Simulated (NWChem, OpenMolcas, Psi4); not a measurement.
How methods differ on SnH2F2 (SMILES [F][SnH2][F])

SnH2F2: 5 atoms, total charge 0, spin state singlet. As SMILES, `[F][SnH2][F]`. Geometry: relaxed at PBE0-D4/def2-TZVP.

Quantity: the electronic atomisation energy, in eV. The values are calculated. Electronic energies at fixed atoms, without zero-point motion or spin-orbit coupling.

```
                            level                    kind     program  value (eV)  CPU time (all runs)
  SVWN5/def2-SVP (core potential)                     LDA  OpenMolcas       16.88                 14 s
   BLYP/def2-SVP (core potential)                     GGA  OpenMolcas       14.32                 21 s
  M06-L/def2-SVP (core potential)                meta-GGA        Psi4       14.59                 45 s
   PBE0/def2-SVP (core potential)           global hybrid      NWChem       13.92                 26 s
  B3LYP/def2-SVP (core potential)           global hybrid  OpenMolcas       14.11                 19 s
  HSE06/def2-SVP (core potential)  range-separated hybrid        Psi4       13.93                 68 s
wB97M-V/def2-SVP (core potential)  range-separated hybrid        Psi4       14.46              2.2 min
    MP2/def2-SVP (core potential)     perturbation theory        Psi4       13.89                 13 s
```

The values span 13.89 to 16.88 eV. In the correlated wave-function rows the outer d shell of Sn is correlated, in sets not made for it. Times are those of the runs behind each value, whatever else they computed, on shared processors of several kinds: orders of magnitude only.
